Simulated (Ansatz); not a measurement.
A nudged elastic band was laid between two geometries of ClFGeH2 + H (6 atoms, charge 0, multiplicity 2).

All numbers below come from Ansatz 0.2.0, UKS PBE/def2-SVP.

```yaml
movable_images: 5
climbing_image: yes
spring: 5.0 eV/Å²
optimiser: quadratic models (default)
start_path: through a guess of the saddle point
force_threshold: 0.05 eV/Å
iteration_limit: 60
end_points: relaxed
```

Image 0:

```xyz
6
Properties=species:S:1:pos:R:3
Ge -0.014 0.000 -0.264
F 0.004 0.000 1.490
Cl 2.045 0.000 -0.927
H -0.684 1.319 -0.708
H -0.684 -1.319 -0.708
H -0.033 0.000 4.427
```

Image 6:

```xyz
6
Properties=species:S:1:pos:R:3
Ge 0.390 -0.004 0.012
F -0.890 0.004 2.483
Cl 2.024 0.001 -1.462
H -0.440 1.292 -0.257
H -0.443 -1.296 -0.268
H -0.008 0.001 2.800
```

Q: What changes between the two ends?

A: Bonds broken: Ge1–F2. Bonds formed: F2–H6. ClFGeH2 + H becomes ClGeH2 + FH.

Q: What energy profile does the band end with?

A: The forces met the threshold. The highest image is number 3 of 0 to 6, 16.1 kcal/mol above the first end and 27.0 kcal/mol above the last; the last end lies 10.9 kcal/mol below the first. A vibrational analysis at the climbing image gives one clearly imaginary mode, 1083i cm⁻¹: a first-order saddle point.

```csv
image,path coordinate (Å),energy (kcal/mol),Ge1–F2 (Å),F2–H6 (Å)
0,0.00,0.0,1.75,2.94
1,0.62,0.0,1.75,2.79
2,1.25,1.4,1.76,2.10
3,1.87,16.1,1.96,1.26
4,2.62,-6.1,2.68,0.94
5,3.37,-9.0,2.84,0.94
6,4.12,-10.9,2.78,0.94
```

Q: What is the geometry of the highest image?

A: 
```xyz
6
Properties=species:S:1:pos:R:3:forces:R:3
Ge 0.061 0.000 -0.009 0.00 0.00 0.00
F 0.084 0.000 1.948 0.00 0.00 0.00
Cl 2.038 0.000 -0.936 0.00 0.00 0.00
H -0.675 1.301 -0.437 0.00 0.00 0.00
H -0.675 -1.301 -0.437 0.00 0.00 0.00
H -0.199 0.000 3.179 0.00 0.00 0.00
```

Q: What are the harmonic wavenumbers there?

A: 1083i, 93, 190, 285, 393, 404, 590, 634, 711, 828, 2022, 2077 cm⁻¹.

Run time: 94 s on 2 threads of AMD EPYC 7R43 64-Core Processor (Zen 3), on a shared host, peak memory 0.18 GiB.
